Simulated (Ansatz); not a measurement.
`NB1CCO1` + H₂ → `B1CCO1` + NH₃ at 298.15 K and 1 bar (hydrogenolysis of a B–N bond).

Computed with Ansatz on PBE0-D4/def2-TZVP structures; ΔE is electronic, products minus reactants. CCSD(T)/CBS adds triple-zeta CCSD(T) − MP2 to the extrapolated MP2 energy (def2 sets, frozen cores). This one scheme is used for every species. Each species was taken in one conformer, which may not be the lowest.

```tsv
species	CCSD(T)/CBS energy (Eh)	H − E (kJ/mol)	S (J/(mol·K))
`NB1CCO1`	-234.45590	254.4	299.6
H₂	-1.17544	35.1	130.4
`B1CCO1`	-179.08918	201.4	270.0
NH₃	-56.50880	100.5	192.4
```

H − E and S are ideal-gas, rigid-rotor, harmonic terms from PBE0-D4/def2-TZVP, for one conformer and one mirror image of each species. The MP2-based limit puts H₂ 0.8 mEh under its directly extrapolated value; such offsets cancel only in part. 1 Eh = 2625.50 kJ/mol, R = 8.31446 J/(mol·K).

Q: By hand: ΔE, ΔH, ΔS and ΔG.

A: ΔE = (-179.08918) + (-56.50880) − (-234.45590) − (-1.17544) = 0.03336 Eh = 87.6 kJ/mol. Δ(H − E) = 201.4 + 100.5 − 254.4 − 35.1 = 12.4, so ΔH = 100.0 kJ/mol. ΔS = 270.0 + 192.4 − 299.6 − 130.4 = 32.4 J/(mol·K). ΔG = 100.0 − 298.15 × (32.4)/1000 = 90.3 kJ/mol.

Q: By hand: the equilibrium constant, and the temperature at which ΔG would vanish if ΔH and ΔS stayed fixed.

A: log₁₀ K = −ΔG/(RT ln 10) = -15.8. ΔG = 0 at ΔH/ΔS = 3086 K, far beyond where these terms or the molecules hold.

ΔH outweighs TΔS. A doubt of 5 kJ/mol in ΔE shifts log₁₀ K by 0.9 here. Other conformers and mirror images would add mixing entropy, several J/(mol·K) or more a flexible species. These are equilibria of isolated gas molecules and say nothing of rates. Largest T1 diagnostic: 0.014 (customary marks: 0.02 for closed shells, 0.045 for open ones).
